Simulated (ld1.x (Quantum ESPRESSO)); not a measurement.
**Before and after: RRKJ potential for aluminium (Al)**

ld1.x (Quantum ESPRESSO) 7.5 input, shortened:

```
&input
   title='Al', zed=13., rel=1, dft='BP', iswitch=3,
   config='[Ne] 3s2 3p1'
 /
 &inputp
   pseudotype=2, tm=.false., rho0=0.02, lloc=1,
   nlcc=.false.
 /
2
2S  1  0   2.00   0.00  0.75  0.75  0.0
2P  2  1   6.00   0.00  0.80  0.80  0.0
 &test
   configts(1)='2s2 2p6 3s2 3p1'
 /
```

Occupied shells without a wave of their own: 3p, 3s. They enter only through the test configuration that unscreens the potential.

All-electron outer shells of the reference configuration (BP86, scalar-relativistic, ld1.x):

| shell | level (eV) | outermost node (bohr) | outermost maximum (bohr) |
| --- | --- | --- | --- |
| 1s | -1512.18 | – | 0.08 |
| 2s | -108.30 | 0.16 | 0.50 |
| 2p | -69.78 | – | 0.43 |
| 3s | -7.86 | 0.80 | 2.09 |
| 3p | -2.81 | 0.82 | 2.64 |

Change: wave 2p (bound): rc 0.80 bohr becomes 2p (bound): rc 0.54 bohr.

Cutoffs: the cutoffs (Ry, on a coarse ladder) from which the occupation-weighted sum of valence levels, in a spherical-Bessel basis at the reference potential, stays within 10 and 1 mRy of its value at 400 Ry; they do not see the model core or the augmentation charge, which bear on the density cutoff. Errors are all-electron minus pseudo energies relative to the spin-unpolarised reference configuration.

Question: How do hardness, ghosts and transferability respond?

Answer: Of the 7 tests that both files solve, the error grows in 0 and shrinks in 7 by more than 15 % and 0.3 meV (median size 101.8 → 30.6 meV); neither file shows a bound ghost. Less of the atom is replaced, so other configurations are described better.

| quantity | base | changed |
| --- | --- | --- |
| cutoff, loose | 300 Ry | over 300 Ry |
| cutoff, tight | over 300 Ry | over 300 Ry |
| loose cutoff by channel (10 mRy a level) | s 260 Ry, p 200 Ry | s 260 Ry, p over 300 Ry |
| bound ghosts | none | none |
| largest miss of a reference level, eV | 0.11 | 0.02 |
| error for 2s2 2p6 3s2 3p0, meV [ΔE 5.86 eV] | +78 | +9.3 |
| error for 2s2 2p6 3s1 3p0, meV [ΔE 25.23 eV] | +289 | +51 |
| error for 2s2 2p6 3s0 3p0, meV [ΔE 53.46 eV] | +593 | +115 |
| error for 2s1 2p6 3s2 3p1, meV [ΔE 120.85 eV] | -102 | +40 |
| error for 2s2 2p6 3s1 3p1, meV [ΔE 11.68 eV] | +141 | +31 |
| error for 2s2 2p6 3s2 3p0.5, meV [ΔE 2.13 eV] | +32 | +3.8 |
| error for 2s2 2p6 3s2 3p1.3, meV [ΔE -0.60 eV] | -13 | -1.5 |

Base: The 3p, 3s levels have no wave, so the channel is fitted at the deeper level alone: the likely source of the large errors.
